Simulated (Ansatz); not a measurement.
```xyz
12

C    -0.069    2.252   -1.165
C    -0.011    1.165   -0.655
N     0.062   -0.052   -0.097
C     1.396   -0.639    0.012
Si   -1.328   -0.748    0.647
F    -1.467   -0.331    2.183
H    -0.129    3.214   -1.613
H     1.865   -0.690   -0.973
H     2.033   -0.052    0.678
H     1.310   -1.651    0.410
H    -2.525   -0.255   -0.057
H    -1.138   -2.214    0.629
```

Total charge 0; spin multiplicity 1.

(1) List the PBE0/def2-TZVPP orbital energies in eV (Ansatz). (Best estimate.)

Results:

(1) Computed: Occupied: -1803.88, -673.80, -392.51, -279.43, -279.06, -277.88, -146.07, -100.77, -100.74, -100.70, -33.20, -26.58, -21.06, -19.60, -16.73, -14.92, -14.12, -13.70, -13.24, -12.70, -12.53, -11.82, -10.95, -9.89, -9.78, -7.93, -6.63. Lowest empty: 0.45, 0.70, 0.91, 1.74, 1.96, 2.17, 2.44, 2.90.
